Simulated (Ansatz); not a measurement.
Consider the ligand exchange at the Si–S bond: `F[Si](Cl)(Cl)S[SiH2]Cl` + `O[SiH2]O` → `O[SiH2]O[SiH2]Cl` + `F[Si](S)(Cl)Cl`.

Program: Ansatz. Geometries: PBE0-D4/def2-TZVP. ΔE: electronic, gas phase. CCSD(T)/CBS is the MP2 limit (def2-TZVPP, def2-QZVPP) plus CCSD(T) − MP2 in def2-TZVPP, frozen cores. This one scheme is used for every species. DFT in def2-TZVPP. One conformer a species, not always the lowest.

`F[Si](Cl)(Cl)S[SiH2]Cl`:

Z-matrix (Å, degrees):
```
Si
Cl 1 2.020
Cl 1 2.025 2 110.5
F 1 1.582 2 108.0 3 116.0
S 1 2.101 2 107.8 3 -124.1
Si 5 2.143 1 99.2 2 173.7
Cl 6 2.043 5 111.5 1 -93.3
H 6 1.477 5 110.1 1 27.4
H 6 1.476 5 105.5 1 149.4
```

`O[SiH2]O`:

Cartesian coordinates in Å:
```
O -0.088 -0.625 -1.306
Si -0.391 -0.010 0.186
O 0.931 0.647 0.904
H 0.155 -0.011 -2.000
H -1.355 1.112 0.125
H -0.903 -1.171 0.951
H 1.650 0.058 1.140
```

`O[SiH2]O[SiH2]Cl`:

Z-matrix (Å, degrees):
```
Si
O 1 1.644
O 1 1.635 2 111.8
H 1 1.483 2 107.3 3 122.2
H 1 1.475 2 107.7 3 -116.5
Si 2 1.618 1 142.3 3 -35.3
H 3 0.959 1 118.0 2 68.5
Cl 6 2.064 2 109.5 1 -16.7
H 6 1.477 2 109.8 1 -134.3
H 6 1.477 2 110.8 1 101.2
```

`F[Si](S)(Cl)Cl`:

Z-matrix (Å, degrees):
```
Si
S 1 2.099
Cl 1 2.021 2 107.3
F 1 1.581 2 111.6 3 -118.5
Cl 1 2.027 2 112.9 3 122.3
H 2 1.346 1 92.8 3 -175.8
```

Q: Is it downhill or uphill in electronic energy at CCSD(T)/CBS, and by how much? (Estimate.)

A: The calculation gave: Downhill: ΔE = -13.2 kcal/mol.

Q: What do these levels give: PBE-D4, r2SCAN-D4, PBE0-D4, ωB97X-V, ωB97M-V, B2PLYP, r2SCAN, SCS-MP2/def2-TZVPP, CCSD/def2-TZVPP, CCSD(T)/def2-TZVPP, MP2/def2-QZVPP, HF/CBS(def2)? (An estimate is asked.)

A: The calculation gave: PBE-D4 -9.3, r2SCAN-D4 -12.6, PBE0-D4 -10.6, ωB97X-V -13.5, ωB97M-V -13.2, B2PLYP -14.7, r2SCAN -12.8, SCS-MP2/def2-TZVPP -14.5, CCSD/def2-TZVPP -15.2, CCSD(T)/def2-TZVPP -14.1, MP2/def2-QZVPP -12.4, HF/CBS(def2) -20.5 kcal/mol.

Largest T1 diagnostic among the species: 0.011.

In def2-TZVPP, CCSD(T) changes the Hartree–Fock value by +5.8 kcal/mol (the triples alone add +1.2 kcal/mol) and MP2 by +7.1 kcal/mol. From PBE to PBE0 (25 % exact exchange), in def2-TZVPP and without D4, ΔE moves by −1.3 kcal/mol. The D4 term adds +1.7 kcal/mol with B3LYP and +0.9 kcal/mol with PBE0; it sums over pairs of atoms, weighted by their polarisabilities, and B3LYP, whose exchange is more repulsive, gets the larger term.

B3LYP here is the variant with VWN-RPA as its local correlation; programs differ in this.
